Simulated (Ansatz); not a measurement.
Cost and result for the atomization energy of C₂H₈O₂Si (`CC(O)O[SiH3]`) (13 atoms, 12 bonds).

```xyz
13

C    -0.2985    1.5648    0.4064
C     0.2314    0.1991    0.7582
O     1.2901    0.3677    1.6408
O     0.7027   -0.4812   -0.3877
Si   -0.2357   -1.3982   -1.3791
H     0.4956    2.1466   -0.0641
H    -0.6325    2.0802    1.3078
H    -1.1391    1.4827   -0.2847
H    -0.5593   -0.4166    1.2218
H     1.6726   -0.4971    1.8163
H    -1.0505   -2.3517   -0.5738
H    -1.1673   -0.5668   -2.1892
H     0.6903   -2.1296   -2.2729
```

The species carries charge 0 and has multiplicity 1. All single points use the PBE0-D4/def2-TZVP geometry. It is one conformer, not always the lowest. Program: Ansatz. All runs use 4 threads of an Arm Neoverse V2 on a shared host. Times are those of one run each, without the atoms' runs, and a repeat can differ threefold. Electronic energies, without spin–orbit coupling; frozen cores. CCSD(T)/CBS adds CCSD(T) − MP2 in def2-TZVPP to the MP2 limit, and its time is that of the two runs behind it. T1 = 0.011. B3LYP takes the VWN-RPA correlation (the form of Gaussian; ORCA's B3LYP/G).

CCSD(T)/CBS is a level of theory with its own doubt, some kJ/mol a heavy atom from the limit and from the frozen cores, so smaller differences don't rank the functionals.

```
                             level  functions  wall time
   PBE-D4/def2-TZVPP (with forces)        278      2.6 s
                PBE0-D4/def2-TZVPP        278        3 s
r2SCAN-D4/def2-TZVPP (with forces)        278      4.9 s
 B3LYP-D4/def2-TZVPP (with forces)        278      5.5 s
                 B2PLYP/def2-TZVPP        278      5.5 s
                ωB97X-V/def2-TZVPP        278        8 s
  ωB97M-V/def2-TZVPP (with forces)        278       12 s
                    MP2/def2-QZVPP        538       25 s
                CCSD(T)/def2-TZVPP        278    3.7 min
                 CCSD(T)/CBS(def2)          –    4.1 min
```

(1) What atomization energy does each give, and how far from CCSD(T)/CBS? (Estimate.)

Answers

(1) Computed: 
```json
{"level": "PBE-D4/def2-TZVPP (with forces)", "atomization (kJ/mol)": "4863.2", "difference from CCSD(T)/CBS": "47.9", "per bond": "4.0"}
{"level": "PBE0-D4/def2-TZVPP", "atomization (kJ/mol)": "4782.8", "difference from CCSD(T)/CBS": "-32.5", "per bond": "-2.7"}
{"level": "r2SCAN-D4/def2-TZVPP (with forces)", "atomization (kJ/mol)": "4807.2", "difference from CCSD(T)/CBS": "-8.1", "per bond": "-0.7"}
{"level": "B3LYP-D4/def2-TZVPP (with forces)", "atomization (kJ/mol)": "4796.2", "difference from CCSD(T)/CBS": "-19.1", "per bond": "-1.6"}
{"level": "B2PLYP/def2-TZVPP", "atomization (kJ/mol)": "4750.5", "difference from CCSD(T)/CBS": "-64.8", "per bond": "-5.4"}
{"level": "ωB97X-V/def2-TZVPP", "atomization (kJ/mol)": "4819.0", "difference from CCSD(T)/CBS": "3.7", "per bond": "0.3"}
{"level": "ωB97M-V/def2-TZVPP (with forces)", "atomization (kJ/mol)": "4817.2", "difference from CCSD(T)/CBS": "1.9", "per bond": "0.2"}
{"level": "MP2/def2-QZVPP", "atomization (kJ/mol)": "4828.8", "difference from CCSD(T)/CBS": "13.5", "per bond": "1.1"}
{"level": "CCSD(T)/def2-TZVPP", "atomization (kJ/mol)": "4691.5", "difference from CCSD(T)/CBS": "-123.8", "per bond": "-10.3"}
{"level": "CCSD(T)/CBS(def2)", "atomization (kJ/mol)": "4815.3", "difference from CCSD(T)/CBS": "0.0", "per bond": "0.0"}
```

From PBE to PBE0 (25 % exact exchange), in def2-TZVPP and without D4, the atomization energy moves by −76.6 kJ/mol: exact exchange takes away binding that semilocal exchange gives to molecules. The D4 term adds +37.8 kJ/mol with B3LYP and +20.0 kJ/mol with PBE0; it sums over pairs of atoms, weighted by their polarisabilities, and B3LYP, whose exchange is more repulsive, gets the larger term. In def2-TZVPP, CCSD(T) changes the Hartree–Fock value by +1193.4 kJ/mol (the triples alone add +62.6 kJ/mol) and MP2 by +1257.1 kJ/mol; breaking electron pairs costs correlation energy, which Hartree–Fock lacks.
